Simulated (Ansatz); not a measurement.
O₃S, charge -1, doublet, geometry from GFN2-xTB (a state made from the parent by changing its charge; the spin is typed, not shown lowest) (a gas-phase anion, which may not be bound at this level); R2SCAN/cc-pVDZ (Ansatz, an electronic-structure program).

Ansatz was given this input:
Ansatz 0.2 input:
```yaml
crystal:
  periodic: [false, false, false]
  atoms:
    - {symbol: O, position_ang: [-0.69438500, -1.24941139, -0.21223180]}
    - {symbol: S, position_ang: [-0.00917055, -0.00457520, 0.24346489]}
    - {symbol: O, position_ang: [-0.72815248, 1.23702084, -0.16677856]}
    - {symbol: O, position_ang: [1.44087858, 0.02154096, -0.10791941]}
basis:
  gaussian:
    orbitals: cc-pVDZ
hamiltonian:
  xc: r2scan
total_charge: -1
magnetization: {spin_polarized: true, initial_magnetization: 1}
accuracy: high
```

Output, abridged:

```
Functional definition: r2SCAN
1248 factors; integrals over basis functions are off by at most 3.0e-9 eV
mean field evaluation 1: about -16966.2209 eV, gradient 4.0e1 eV
mean field evaluation 2: about -16950.2396 eV, gradient 7.8e1 eV
mean field evaluation 4: about -16972.0882 eV, gradient 1.0e0 eV
mean field evaluation 8: about -16972.0932 eV, gradient 4.7e-2 eV
mean field evaluation 16: about -16972.0932 eV, gradient 1.2e-5 eV
mean field -16972.09316882 eV, -623.7129198561 hartree, gradient 7.5e-8 eV, S^2 0.753578; 0 other end points of the search recorded, 0 dependent functions left out
reference -16972.09316936 eV, -623.7129198759 hartree; 21, 20 occupied and 39, 40 virtual orbitals, 1248 factors
Total energy: -16972.09316936 eV, -623.7129198759 hartree
```
